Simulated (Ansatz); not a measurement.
Diatomic CdS, closed-shell singlet (lowest of 2S+1 = 1, 3 at CCSD(T)/def2-TZVPP on PBE0 minima; our sources give no spin for the ground state, which may be another). No spin–orbit coupling.

The constants come from a fifth-degree fit in 1/R (seven points, main isotopes). In def2 and cc sets the state is the lowest found near the PBE0 minimum, followed along R. The singlet is held restricted.

Correlated levels freeze the inner cores; with def2 sets outer-core shells near the valence are correlated too. CBS: X⁻³ extrapolation of the correlation energy, Hartree–Fock from the larger set.

Run with Ansatz (an electronic-structure program).  In def2 rows elements past Kr take small-core potentials, without spin–orbit coupling.

What bond length and harmonic frequency does PBE0/def2-TZVPP give?

r_e = 2.236 Å, ω_e = 390 cm⁻¹.

What bond length and harmonic frequency does CCSD(T)/def2-TZVPP give?

r_e = 2.254 Å, ω_e = 376 cm⁻¹.

What bond length and harmonic frequency does CCSD(T)/CBS(def2-TZVPP, def2-QZVPP) give?

r_e = 2.246 Å, ω_e = 385 cm⁻¹.

Doubts at one or more of the structures used: a restricted determinant that unrestricted orbitals would lower (CCSD(T)/def2-TZVPP, CCSD(T)/CBS(def2-TZVPP, def2-QZVPP)).
